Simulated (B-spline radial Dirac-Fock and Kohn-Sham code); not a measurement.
# Binding energies of Yb at several levels of theory

System: the Yb atom, configuration 1s2 2s2 2p6 3s2 3p6 3d10 4s2 4p6 4d10 4f14 5s2 5p6 5d2 (an excited configuration).

The density-functional columns are spherical, spin-unpolarised Dirac-Kohn-Sham results without Breit or QED terms: −ε is minus the orbital energy of the initial state and ΔSCF the difference of two total energies. The reference in the last column comes from multi-electron Dirac-Fock with separately optimised hole states, Breit and Lamb-shift corrections added in first order. All numbers are from a B-spline atomic structure program, in eV; a selection of levels is shown. For the 1s level of heavy atoms much of the gap between ΔSCF and the reference is the Breit and QED part, -290.1 eV here; for other levels the error of the functional can be larger.

| level | LDA −ε | LDA ΔSCF | Dirac-Fock |
| --- | --- | --- | --- |
| 1s | 61096.2 | 61604.9 | 61325.5 |
| 2s | 10346.5 | 10434.1 | 10491.5 |
| 2p1/2 | 9873.8 | 9987.8 | 9975.5 |
| 2p3/2 | 8828.0 | 8927.0 | 8940.3 |
| 3s | 2331.3 | 2352.1 | 2400.1 |
| 3p1/2 | 2121.8 | 2144.6 | 2174.3 |
| 3p3/2 | 1899.9 | 1920.2 | 1951.4 |
| 3d3/2 | 1541.5 | 1567.2 | 1572.2 |
| 3d5/2 | 1492.9 | 1517.7 | 1524.6 |
| 4s | 457.8 | 464.8 | 489.7 |
| 4p1/2 | 373.0 | 379.9 | 397.9 |
| 4p3/2 | 322.5 | 329.2 | 347.8 |
| 4d3/2 | 182.6 | 189.1 | 196.7 |
| 4d5/2 | 173.4 | 179.9 | 187.6 |
| 4f5/2 | 3.62 | 9.02 | 3.26 |
| 4f7/2 | 2.30 | 7.63 | 2.01 |
| 5s | 54.48 | 58.73 | 60.28 |
| 5p1/2 | 31.55 | 35.49 | 33.60 |
| 5p3/2 | 25.45 | 29.19 | 27.72 |
| 5d | 0.96 | 3.13 | 1.93 |

Values without a named source are computed, but for edge energies of neutral atoms, which are taken from tables.
